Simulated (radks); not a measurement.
Results of a calculation; reference values are marked as such.
These are the eigenvalues of the occupied orbitals of an atom or ion with whole-number occupations (eV). Level of theory: scalar-relativistic Kohn-Sham, BLYP, spin-polarised, spherical densities, finite nucleus; Fermi nuclear charge, rms radius of each element as measured or else 0.836 A^(1/3) + 0.57 fm (a radial shooting solver on a logarithmic mesh with Libxc functionals).

| orbital | eigenvalue |
|---|---|
| 1s up | -73481.57 |
| 1s down | -73480.57 |
| 2s up | -14255.66 |
| 2s down | -14255.12 |
| 2p up | -12679.56 |
| 2p down | -12678.72 |
| 3s up | -4641.433 |
| 3s down | -4640.575 |
| 3p up | -4174.908 |
| 3p down | -4173.934 |
| 3d up | -3659.738 |
| 3d down | -3658.818 |
| 4s up | -2149.943 |
| 4s down | -2145.759 |
| 4p up | -1975.924 |
| 4p down | -1971.744 |

Which element is it, and in what charge state? The configuration may be excited. Open shells, if any, are filled with parallel spins first.

Answer. Z = 75, rhenium, charge +40: Re40+ in [Ar] 3d10 4s2 4p5. The list shows which subshells hold electrons but not how many an open one holds; the 1s level, -2700.4 hartree, gives Z - s = 73.5 by -(Z - s)^2/2, which with screening and relativity narrows Z to a few neighbours, and the depths of the outer levels then fix element, charge and occupations together.
